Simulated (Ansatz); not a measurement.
Wavefunction ladder for C$_{7}$H$_{4}$F$_{6}$OS, SMILES `OC(c1ccsc1)(C(F)(F)F)C(F)(F)F`

Cartesian coordinates in Å:
```
O -1.547 0.879 -1.066
C -0.814 -0.062 -0.342
C 0.570 0.432 0.008
C 1.486 -0.172 0.911
C 2.663 0.508 0.983
S 2.668 1.869 -0.042
C 1.092 1.548 -0.585
C -1.627 -0.397 0.937
F -1.071 -1.348 1.686
F -1.708 0.715 1.683
F -2.866 -0.775 0.654
C -0.708 -1.286 -1.284
F -1.899 -1.737 -1.660
F -0.057 -2.287 -0.689
F -0.034 -0.951 -2.380
H -1.590 1.689 -0.545
H 1.287 -1.069 1.477
H 3.524 0.276 1.590
H 0.632 2.169 -1.337
```

The species carries charge 0 and has multiplicity 1. All single points use the PBE0-D4/def2-TZVP geometry. It is one conformer, not always the lowest. Frozen core, restricted reference, the Gaussian-basis code of Ansatz. CBS rows extrapolate triple and quadruple zeta; past MP2 they add the triple-zeta difference.

```json
{"basis": "def2-SVP", "HF (Eh)": "-1335.56087", "MP2 corr.": "-2.32716", "CCSD corr.": "-2.37773", "(T)": "-0.07036", "CCSD(T) total": "-1338.00896"}
{"basis": "def2-TZVPP", "HF (Eh)": "-1336.83743", "MP2 corr.": "-2.99815", "CCSD corr.": "-3.01915", "(T)": "-0.12390", "CCSD(T) total": "-1339.98048"}
{"basis": "def2-QZVPP", "HF (Eh)": "-1336.88784", "MP2 corr.": "-3.24835", "CCSD corr.": "–", "(T)": "–", "CCSD(T) total": "–"}
{"basis": "CBS(def2)", "HF (Eh)": "-1336.89479", "MP2 corr.": "-3.43369", "CCSD corr.": "-3.45469", "(T)": "as TZ", "CCSD(T) total": "-1340.47338"}
```
